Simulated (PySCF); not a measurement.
This PySCF input asks for the NMR shieldings of `InChI=1S/C4H12Si/c1-5(2,3)4/h1-4H3`; the geometry comes from PBE0-D3(BJ)/def2-SVP.

```python
import basis_set_exchange as bse
import numpy as np
from pyscf import gto, dft
from pyscf.prop import nmr

atoms = """
C    -0.180747   -1.240545   -1.408462
Si   -0.000825   -0.000311   -0.001219
C    -0.055992    1.749749   -0.697328
C    -1.411319   -0.230306    1.227111
C     1.644849   -0.274957    0.874134
H    -1.135152   -1.100735   -1.940972
H    -0.154322   -2.276003   -1.032940
H     0.632833   -1.128822   -2.142990
H     0.039853    2.499992    0.103833
H    -1.006359    1.938552   -1.221935
H     0.762667    1.918529   -1.415138
H    -2.389019   -0.072259    0.744333
H    -1.407420   -1.246206    1.653513
H    -1.329650    0.484519    2.061621
H     1.708835   -1.292103    1.292664
H     2.490715   -0.143315    0.180476
H     1.777044    0.438270    1.703477
"""
names = dict.fromkeys(["C", "Si", "H"], "pcSseg-2")
basis = {el: gto.basis.parse(bse.get_basis(n, elements=[el], fmt="nwchem")) for el, n in names.items()}
mol = gto.M(atom=atoms, basis=basis, charge=0, verbose=0)
mf = dft.RKS(mol, xc="HYB_GGA_XC_B97_2")
mf.grids.level = 2
mf.grids.alignment = dft.numint.BLKSIZE   # the property module wants whole blocks of grid points
mf.conv_tol = 1e-9
mf.kernel()

calc = nmr.RKS(mf)   # GIAO
C = mf.mo_coeff
Co = C[:, mf.mo_occ > 0]
resp = mf.gen_response(singlet=True, hermi=2)
def vind(x):   # induced exchange potential for any number of trial vectors
    d = np.einsum("pi,xij,qj->xpq", C, 2 * x.reshape(-1, C.shape[1], Co.shape[1]), Co, optimize=True)
    return np.einsum("xpq,pi,qj->xij", resp(d - d.transpose(0, 2, 1)), C, Co, optimize=True).ravel()
mo1, _ = nmr.rhf.solve_mo1(calc, with_cphf=vind)
sigma = calc.kernel(mo1)
for i, s in enumerate(sigma):   # ppm
    print("%2d %-2s %9.2f" % (i, mol.atom_pure_symbol(i), np.trace(s) / 3))
```

**Question.** Give the expected output.

**Answer.** 
```
 0 C     183.49
 1 Si    347.59
 2 C     183.44
 3 C     183.45
 4 C     183.47
 5 H      31.36
 6 H      31.36
 7 H      31.36
 8 H      31.36
 9 H      31.36
10 H      31.36
11 H      31.36
12 H      31.36
13 H      31.36
14 H      31.36
15 H      31.36
16 H      31.36
```

These numbers come from an equivalent density-fitted implementation of the same equations, which agrees with the script to about 0.01 ppm for H and up to a few tenths of a ppm for heavy atoms, so last digits may differ.

Size and cost of the density-fitted run: 355 basis functions, about 50 core-seconds.
